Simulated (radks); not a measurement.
Results of a calculation; reference values are marked as such.
Coulomb parameter of the 4d shell of the niobium ion Nb3+ in the model configuration [Kr] 4d1 5s1, as a second difference U = [E(n + 0.25) + E(n - 0.25) - 2 E(n)] / (0.25)^2 with all orbitals relaxed. "Bare": the charge of the atom changes with n. "Screened": the 5s shell takes up the change at fixed total charge, which measures U(4d,4d) + U(5s,5s) - 2 U(4d,5s). Level of theory: Dirac Kohn-Sham, PBE, spin-unpolarised, spherical densities, point nucleus; open shells are shared between the two j in proportion to 2j + 1 (a radial shooting solver on a logarithmic mesh with Libxc functionals).

[
 {"case": "start", "configuration": "[Kr] 4d1 5s1", "E - E(n) (eV)": "0.000"},
 {"case": "bare +0.25", "configuration": "[Kr] 4d1.25 5s1", "E - E(n) (eV)": "-8.043"},
 {"case": "bare -0.25", "configuration": "[Kr] 4d0.75 5s1", "E - E(n) (eV)": "8.828"},
 {"case": "screened +0.25", "configuration": "[Kr] 4d1.25 5s0.75", "E - E(n) (eV)": "-1.569"},
 {"case": "screened -0.25", "configuration": "[Kr] 4d0.75 5s1.25", "E - E(n) (eV)": "1.658"}
]

U(bare) = 12.567 eV, U(screened by 5s) = 1.436 eV.
